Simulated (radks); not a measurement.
Spherical jellium clusters: N electrons in a uniform positive sphere of charge N and radius rs N^(1/3), rs = 3.53 bohr. Calculated with a radial shooting solver with Libxc functionals: non-relativistic Kohn-Sham, LDA (Slater exchange, Perdew-Wang correlation), spin-polarised, spherical densities. Levels are named by radial order and angular momentum (1s, 1p, 1d, 2s, ...), and open shells are averaged over m. Each electron was tried in the lowest free levels, single moves between levels near the top were tried too, and the lowest total energy was kept; such a search can miss a lower state. Energies include the self-energy of the background; IP and EA are vertical (highest electron removed, lowest free level filled), at fixed background; spill-out counts the electrons outside the background radius R, and alpha is the static dipole polarisability from linear response (closed shells only). A dash means not computed or, for alpha, an open shell; in EA it means that no bound solution was reached, which is typical of self-interaction and does not show that the anion is unstable. Real open-shell clusters deform, which this model forbids.

\begin{tabular}{lrrrrrrrrr}
N & open shells & 2S & E/N (eV) & E(N+1) + E(N-1) - 2E(N) (eV) & IP (eV) & EA (eV) & -e(HOMO) (eV) & spill-out (e) & alpha/R^3 \\ \hline
1 & 1s(up 1, down 0) & 1 & -1.103 & - & - & - & 3.246 & 0.43 & - \\
2 & none & 0 & -1.634 & 1.344 & 5.800 & - & 3.519 & 0.61 & 1.749 \\
3 & 1p(up 1, down 0) & 1 & -1.363 & -0.730 & 4.030 & - & 2.223 & 0.94 & - \\
4 & 1p(up 2, down 0) & 2 & -1.410 & -0.543 & 4.685 & - & 2.832 & 1.13 & - \\
5 & 1p(up 3, down 0) & 3 & -1.546 & 0.317 & 5.062 & - & 3.232 & 1.27 & - \\
6 & 1p(up 3, down 1) & 2 & -1.585 & -0.439 & 4.592 & - & 2.943 & 1.42 & - \\
7 & 1p(up 3, down 2) & 1 & -1.675 & -0.322 & 4.940 & 1.743 & 3.292 & 1.54 & - \\
8 & none & 0 & -1.782 & 1.490 & 5.171 & - & 3.544 & 1.64 & 1.507 \\
9 & 1d(up 1, down 0) & 1 & -1.701 & -0.312 & 3.598 & - & 2.147 & 1.84 & - \\
10 & 1d(up 2, down 0) & 2 & -1.666 & -0.272 & 3.901 & - & 2.456 & 2.00 & - \\
11 & 1d(up 3, down 0) & 3 & -1.663 & -0.236 & 4.139 & 1.346 & 2.707 & 2.13 & - \\
12 & 1d(up 4, down 0) & 4 & -1.680 & -0.204 & 4.332 & 1.561 & 2.915 & 2.24 & - \\
13 & 1d(up 5, down 0) & 5 & -1.710 & 0.375 & 4.490 & - & 3.090 & 2.34 & - \\
14 & 1d(up 5, down 1) & 4 & -1.709 & -0.214 & 4.069 & 1.459 & 2.738 & 2.46 & - \\
15 & 1d(up 5, down 2) & 3 & -1.722 & -0.185 & 4.256 & 1.660 & 2.934 & 2.56 & - \\
16 & 1d(up 5, down 3) & 2 & -1.746 & -0.162 & 4.411 & 1.833 & 3.100 & 2.65 & - \\
17 & 1d(up 5, down 4) & 1 & -1.776 & -0.142 & 4.540 & 1.985 & 3.242 & 2.74 & - \\
18 & none & 0 & -1.810 & 0.238 & 4.651 & 1.803 & 3.365 & 2.82 & 1.386 \\
19 & 2s(up 1, down 0) & 1 & -1.829 & 0.209 & 4.382 & 1.673 & 3.130 & 3.00 & - \\
20 & none & 0 & -1.835 & 0.617 & 4.178 & - & 2.970 & 3.22 & 1.426 \\
21 & 1f(up 1, down 0) & 1 & -1.811 & -0.151 & 3.586 & 1.240 & 2.395 & 3.32 & - \\
22 & 1f(up 2, down 0) & 2 & -1.796 & -0.139 & 3.719 & 1.387 & 2.536 & 3.42 & - \\
23 & 1f(up 3, down 0) & 3 & -1.789 & -0.128 & 3.837 & 1.521 & 2.663 & 3.51 & - \\
24 & 1f(up 4, down 0) & 4 & -1.787 & -0.118 & 3.943 & 1.642 & 2.778 & 3.59 & - \\
25 & 1f(up 5, down 0) & 5 & -1.790 & -0.109 & 4.038 & 1.753 & 2.882 & 3.66 & - \\
26 & 1f(up 6, down 0) & 6 & -1.798 & -0.101 & 4.125 & 1.855 & 2.977 & 3.73 & - \\
27 & 1f(up 7, down 0) & 7 & -1.808 & 0.335 & 4.203 & 1.532 & 3.064 & 3.80 & - \\
28 & 1f(up 7, down 1) & 6 & -1.806 & -0.112 & 3.846 & 1.652 & 2.737 & 3.88 & - \\
29 & 1f(up 7, down 2) & 5 & -1.807 & -0.103 & 3.944 & 1.763 & 2.842 & 3.96 & - \\
30 & 1f(up 7, down 3) & 4 & -1.812 & -0.096 & 4.033 & 1.864 & 2.937 & 4.03 & - \\
31 & 1f(up 7, down 4) & 3 & -1.820 & - & 4.113 & 1.957 & 3.025 & 4.10 & - \\
\end{tabular}

All shells are closed at N = 2, 8, 18, 20 (there: 1s2 1p6 1d10 2s2); the second difference of the energy has clear peaks (12 % above both neighbours; the first and last values, which can be the largest, are not judged, and half-filled shells can peak too) at N = 5, 8, 13, 18, 20, 27.
